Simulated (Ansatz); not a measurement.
Consider the hydrogenolysis of the In–N bond: `C[N](C)[InH][OH]` + H₂ → `[OH][InH2]` + dimethylamine.

Isolated molecules relaxed with PBE0-D4/def2-TZVP in Ansatz; ΔE leaves out vibrations. CCSD(T)/CBS is the MP2 limit (def2-TZVPP, def2-QZVPP) plus CCSD(T) − MP2 in def2-TZVPP, frozen cores. This one scheme is used for every species. Functionals use def2-TZVPP. B3LYP here is the variant with VWN-RPA as its local correlation; programs differ in this. HSE06 is defined as in plane-wave codes. def2 core potentials past Kr. For In outer-core shells are correlated without core-valence functions, which leaves a few kJ/mol of doubt a bond. Each species was taken in one conformer, which may not be the lowest.

(1) Is it downhill or uphill in electronic energy at CCSD(T)/CBS, and by how much? (An estimate is asked.)

(2) What do these levels give: revPBE-D4, PBE0-D4, B3LYP-D4, r2SCAN0-D4, HSE06-D4, revPBE, r2SCAN, HSE06, MP2/def2-TZVPP, HF/def2-QZVPP, SCS-MP2/def2-QZVPP, MP2/CBS(def2)? (Estimate.)

Largest T1 diagnostic among the species: 0.017.

Results:

(1) The calculation gave: Nearly level: ΔE = 0.00 eV.

(2) The calculation gave: revPBE-D4 -0.08, PBE0-D4 -0.18, B3LYP-D4 -0.12, r2SCAN0-D4 -0.18, HSE06-D4 -0.18, revPBE -0.24, r2SCAN -0.13, HSE06 -0.26, MP2/def2-TZVPP 0.06, HF/def2-QZVPP -0.47, SCS-MP2/def2-QZVPP 0.01, MP2/CBS(def2) 0.13 eV.

The D4 term adds +0.14 eV with B3LYP and +0.08 eV with PBE0; it sums over pairs of atoms, weighted by their polarisabilities, and B3LYP, whose exchange is more repulsive, gets the larger term. From PBE to PBE0 (25 % exact exchange), in def2-TZVPP and without D4, ΔE moves by −0.07 eV. In def2-TZVPP, CCSD(T) changes the Hartree–Fock value by +0.41 eV (the triples alone add +0.08 eV) and MP2 by +0.54 eV.
